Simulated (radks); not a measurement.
Results of a calculation; reference values are marked as such.
Excited configurations of Cs2+: one electron is placed in a higher orbital outside [Kr] 4d10 5s2 5p4. The ground configuration is [Kr] 4d10 5s2 5p5. Code: a radial shooting solver on a logarithmic mesh with Libxc functionals. Model: Dirac Kohn-Sham, PBE, spin-unpolarised, spherical densities, point nucleus; open shells are shared between the two j in proportion to 2j + 1. Excitation = E - E(ground); binding = E(ion) - E, where the ion is the core of charge +3; n* = 3/sqrt(2 binding) in atomic units, and the quantum defect is n - n*. Eigenvalue and <r> are those of j = l + 1/2.

| outer orbital | excitation (eV) | binding (eV) | n* | eigenvalue (eV) |
|---|---|---|---|---|
| 4f | 21.484 | 12.660 | 3.110 | -7.690 |
| 5d | 16.813 | 17.331 | 2.658 | -13.429 |
| 5f | 26.663 | 7.481 | 4.046 | -5.975 |
| 6s | 17.757 | 16.387 | 2.734 | -13.744 |
| 6p | 21.131 | 13.013 | 3.068 | -10.765 |
| 6d | 25.360 | 8.784 | 3.734 | -7.320 |
| 6f | 29.115 | 5.029 | 4.934 | -4.166 |
| 7s | 25.263 | 8.881 | 3.713 | -7.627 |
| 7p | 26.627 | 7.517 | 4.036 | -6.370 |
| 7d | 28.598 | 5.546 | 4.699 | -4.699 |
| 7f | 30.572 | 3.572 | 5.855 | -3.035 |

The Delta-SCF ionisation energy is 34.144 eV (NIST Atomic Spectra Database: 33.195 eV, semi-empirical). Self-interaction in the functional shifts the binding energies and quantum defects, so they are the method's values and not measured ones. Spin polarisation and multiplet splitting are left out, so open shells lie too high by an amount that depends on their filling. Sharing an open shell by 2j + 1 raises it above the true ground level by a part of the spin-orbit splitting, which enters the differences from NIST.

Beside tabulated values, note that spin-unpolarised runs miss the spin-polarisation part of the exchange energy of open shells.
